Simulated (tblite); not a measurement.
Compound: CH₅NOSi₂.
Atom-mapped SMILES: `[C-:1]#[N+:2][SiH2:3][SiH2:4][OH:5]` (hydrogens: H6, H7 on Si3; H8, H9 on Si4; H10 on O5)
Bond orders are those of one Lewis drawing.

Computed with GFN2-xTB (tblite), gas phase: L-BFGS steps from a force-field or distance-geometry start until the largest atomic force falls under 0.01 eV/Å.

At the end of the run (lengths in Å): Si4–O5 1.631, Si3–Si4 2.297, N2–Si3 1.742, Si3–H7 1.468, O5–H10 0.953, Si3–H6 1.468, Si4–H9 1.470, Si3–Si4–O5 99.8°, N2–Si3–Si4 106.5°, C1–N2–Si3 177.5°, N2–Si3–Si4–O5 180°, H6–Si3–Si4–O5 66°.

**Question.** These geometries were met on the way; a selection of coordinates is given. Order them by energy above the end point, lowest first.
A. Si4–O5 1.631, Si3–Si4 2.272, N2–Si3 1.750, Si3–H7 1.459, O5–H10 0.962, Si3–H6 1.460, Si4–H9 1.450, Si3–Si4–O5 109.4°, N2–Si3–Si4 108.2°, C1–N2–Si3 176.7°, N2–Si3–Si4–O5 180°, H6–Si3–Si4–O5 64°
B. Si4–O5 1.620, Si3–Si4 2.300, N2–Si3 1.774, Si3–H7 1.461, O5–H10 0.953, Si3–H6 1.464, Si4–H9 1.459, Si3–Si4–O5 111.7°, N2–Si3–Si4 108.0°, C1–N2–Si3 179.1°, N2–Si3–Si4–O5 180°, H6–Si3–Si4–O5 62°
C. Si4–O5 1.635, Si3–Si4 2.282, N2–Si3 1.730, Si3–H7 1.461, O5–H10 0.953, Si3–H6 1.459, Si4–H9 1.464, Si3–Si4–O5 107.2°, N2–Si3–Si4 107.7°, C1–N2–Si3 175.9°, N2–Si3–Si4–O5 180°, H6–Si3–Si4–O5 66°
D. Si4–O5 1.663, Si3–Si4 2.329, N2–Si3 1.751, Si3–H7 1.493, O5–H10 0.975, Si3–H6 1.489, Si4–H9 1.489, Si3–Si4–O5 112.5°, N2–Si3–Si4 107.8°, C1–N2–Si3 178.7°, N2–Si3–Si4–O5 180°, H6–Si3–Si4–O5 59°
E. Si4–O5 1.633, Si3–Si4 2.306, N2–Si3 1.750, Si3–H7 1.469, O5–H10 0.956, Si3–H6 1.470, Si4–H9 1.472, Si3–Si4–O5 104.9°, N2–Si3–Si4 105.8°, C1–N2–Si3 177.3°, N2–Si3–Si4–O5 180°, H6–Si3–Si4–O5 68°

**Answer.** E (0.021 eV), C (0.040 eV), A (0.068 eV), B (0.120 eV), D (0.225 eV).

```csv
step,E above end (eV),"rms distance from the end, all atoms (Å)",largest force (eV/Å),rms shift of all bonds from the end (Å)
11,0.021,0.084,0.153,0.005
7,0.040,0.099,0.367,0.009
5,0.068,0.114,0.419,0.014
3,0.120,0.133,0.726,0.012
0,0.225,0.152,0.957,0.021
```

Rows stand in the order of the answer.
